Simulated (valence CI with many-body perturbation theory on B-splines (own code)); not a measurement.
Values are calculated unless marked as measured or tabulated.
Ni¹⁴⁺: input, log and results

The program does CI of the valence electrons with many-body perturbation theory for a frozen closed Dirac-Fock core.

Command, and the settings that its task file holds:

```sh
python run_cv.py task.json out
```

```
atom Ni  Z=28  mass_number=58  rms_radius_fm=3.7757
core [Ne]
valence 3s2 4p2
avg = 1
basis = S
breit = 1
cap = 10000
capref = 1200
cscale = 1
de = 0.0
dress = 0
eps = 2e-08
extrap = 1
h = 0.27
hh = 1
l2 = 3
lcore = 6
maxit = 60
n2 = 5
natural = 1
nlev = 21
nno = [3, 3, 3, 2, 1]
nroot = 26
nsp = [3, 3, 2, 1, 0]
pt2 = 1
qed = 1
rpa = 1
s1 = 1
s2 = 1
s3 = 1
screen = 1
tol = 2e-05
whole = 1
```

Problem. What became of the run, and why?

Solution. It gave no result: the start configuration must fill the lowest shells above the core. The program said: "4p is not the lowest shell of its kind above the core".
